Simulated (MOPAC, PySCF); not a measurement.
CH$_{3}$F$_{3}$Si, SMILES `[SiH3]C(F)(F)F`, neutral singlet in the gas phase. 

Cartesian coordinates (Å):
```xyz
8

F      1.3488    -1.2559     0.5447
C      0.9430    -0.0395     0.1060
F      1.3891     0.8693     1.0068
F      1.6055     0.2000    -1.0519
Si    -0.9757     0.0468    -0.1272
H     -1.2959     1.4045    -0.6060
H     -1.5898    -0.2256     1.1857
H     -1.3398    -0.9801    -1.1213
```
Charge 0, multiplicity 1.

All levels are single points at this geometry (B3LYP-D3(BJ)/def2-TZVP); Pople sets use spherical d functions. Orbital energies aren't observables, and empty levels follow the basis.

HF/3-21G in PySCF gives gap (eV) = 16.98.

Task: Estimate the gap (eV) from each of these levels: B3LYP-D3(BJ)/def2-TZVP in PySCF; BP86/6-31G* in PySCF; SVWN5/6-31G* in PySCF; AM1 in MOPAC; PM3 in MOPAC.

Result: 
| level | gap (eV) |
|---|---|
| B3LYP-D3(BJ)/def2-TZVP in PySCF | 9.29 |
| BP86/6-31G* in PySCF | 7.42 |
| SVWN5/6-31G* in PySCF | 7.25 |
| AM1 in MOPAC | 11.22 |
| PM3 in MOPAC | 10.96 |
